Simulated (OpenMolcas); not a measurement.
A calculation on O IV.

| Quantity | Value |
| --- | --- |
| Program | OpenMolcas 26.06 |
| Method | MS-CASPT2, IPEA 0.25 Eh, imaginary shift 0.1 Eh (closed shells correlated: 1s) |
| Basis | ANO-RCC-VQZP [5s4p3d2f1g] |
| Scalar Hamiltonian | DKH2, point nucleus |
| Active space | 3 electrons in 4 orbitals (2s 2p) |
| State averaging | 2S+1 = 4 odd, 1 root; 2S+1 = 2 odd, 11 roots; 2S+1 = 4 even, 3 roots; 2S+1 = 2 even, 9 roots |
| Spin-orbit coupling | state interaction with AMFI integrals over the reference wave functions, term energies averaged over their components |

Question: Which level of the active space comes out lowest?

Answer: 2s2 2p 2P* 1/2, with 100 % of that term; it is also the measured ground level.

Question: How high does 2s2 2p 2P* 3/2 lie?

Answer: 355 cm-1 above the lowest level; measured 386 cm-1 above the ground level, so the calculation is off by -8 %.

Question: How high does 2p3 2P* 1/2 lie?

Answer: 290060 cm-1 above the lowest level; measured 289015 cm-1 above the ground level, so the calculation is off by 0 %.

Question: How high does 2p3 2D* 3/2 lie?

Answer: 255670 cm-1 above the lowest level; measured 255185 cm-1 above the ground level, so the calculation is off by 0 %.

Measured values: Moore, Selected Tables of Atomic Spectra, NSRDS-NBS 3, section 10.

CASPT2 breaks the degeneracy within a term, and the mean is taken; among the terms shown or strongly mixed into the levels shown the widest spread is 420 cm-1 (2p3 2D*). Measured partners are found by configuration, term and J. A level has none where our copy of the source lacks it or the pairing is in doubt (some pairs that miss far off the trend of their configuration count as doubtful), and it then counts in no deviation. Levels of configurations outside the active space are missing.

* marks odd parity.
